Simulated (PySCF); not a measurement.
**$^{29}$Si chemical shifts**

Non-relativistic, one computed conformer, averaged over atoms made equivalent by symmetry, fast rotation or ring inversion, no solvent. GIAO PBE0/pcSseg-1 shieldings; geometry: GFN2-xTB; PySCF 2.14.0 with density-fitted response routines.

Shieldings were converted by a linear fit to measured shifts: $^{29}$Si: δ = 279.94 − 0.822σ (rms 8.9 ppm, 72 shifts, 25.8 ppm with the 6 outliers that the fit left out vs TMS, solution or neat liquid). Occasional misses reach two or three times the rms, and more in compound classes unlike the fitted ones.

Problem. Give the $^{29}$Si shifts of `[SiH3]/C=C\C[SiH2]SC[SiH3]`, `O[Si]1(CO[SiH3])SCCS1`, `O[Si]1(OC[SiH3])SCCS1`, `C[SiH2][SiH]([SiH2]C)[SiH2]C=O`, `Cc1ccnn1[SiH](C)C`, `C[Si](C)(C)c1cnns1`, `C=CC(=O)[Si@H](F)CC`.

Solution. 
```json
{"compound": "[SiH3:1]/[CH:2]=[CH:3]\\[CH2:4][SiH2:5][S:6][CH2:7][SiH3:8]", "environment": "Si5: silicon bonded to C, S, 2 H", "δ (ppm)": "-29.4"}
{"compound": "[SiH3:1]/[CH:2]=[CH:3]\\[CH2:4][SiH2:5][S:6][CH2:7][SiH3:8]", "environment": "Si8: silicon bonded to C, 3 H", "δ (ppm)": "-67.7"}
{"compound": "[SiH3:1]/[CH:2]=[CH:3]\\[CH2:4][SiH2:5][S:6][CH2:7][SiH3:8]", "environment": "Si1: silicon bonded to C, 3 H", "δ (ppm)": "-82.4"}
{"compound": "[OH:1][Si:2]1([CH2:3][O:4][SiH3:5])[S:6][CH2:7][CH2:8][S:9]1", "environment": "Si2: silicon bonded to C, O, 2 S, in a 5-membered ring", "δ (ppm)": "20.8"}
{"compound": "[OH:1][Si:2]1([CH2:3][O:4][SiH3:5])[S:6][CH2:7][CH2:8][S:9]1", "environment": "Si5: silicon bonded to O, 3 H", "δ (ppm)": "-31.6"}
{"compound": "[OH:1][Si:2]1([O:3][CH2:4][SiH3:5])[S:6][CH2:7][CH2:8][S:9]1", "environment": "Si2: silicon bonded to 2 O, 2 S, in a 5-membered ring", "δ (ppm)": "-3.0"}
{"compound": "[OH:1][Si:2]1([O:3][CH2:4][SiH3:5])[S:6][CH2:7][CH2:8][S:9]1", "environment": "Si5: silicon bonded to C, 3 H", "δ (ppm)": "-69.0"}
{"compound": "[CH3:1][SiH2:2][SiH:3]([SiH2:4][CH3:5])[SiH2:6][CH:7]=[O:8]", "environment": "Si6: silicon bonded to C, Si, 2 H", "δ (ppm)": "-54.5"}
{"compound": "[CH3:1][SiH2:2][SiH:3]([SiH2:4][CH3:5])[SiH2:6][CH:7]=[O:8]", "environment": "Si2/4: silicon bonded to C, Si, 2 H (×2)", "δ (ppm)": "-65.7"}
{"compound": "[CH3:1][SiH2:2][SiH:3]([SiH2:4][CH3:5])[SiH2:6][CH:7]=[O:8]", "environment": "Si3: silicon bonded to 3 Si, H", "δ (ppm)": "-127.3"}
{"compound": "Cc1ccnn1[SiH](C)C", "environment": "silicon bonded to 2 C, N, H", "δ (ppm)": "-14.5"}
{"compound": "C[Si](C)(C)c1cnns1", "environment": "silicon bonded to 4 C", "δ (ppm)": "-14.0"}
{"compound": "C=CC(=O)[Si@H](F)CC", "environment": "silicon bonded to 2 C, F, H", "δ (ppm)": "-18.2"}
```

Problem. Match the shifts -14.1, -26.0, -51.8 ppm to `[SiH3]N[SiH3]`, `C=CC[SiH2]O/C=C/F`, `C#C[C@@](F)(CC)[SiH2]O`.

Solution. -14.1: C=CC[SiH2]O/C=C/F (silicon bonded to C, O, 2 H); -26.0: C#C[C@@](F)(CC)[SiH2]O (silicon bonded to C, O, 2 H); -51.8: [SiH3]N[SiH3] (silicon bonded to N, 3 H).
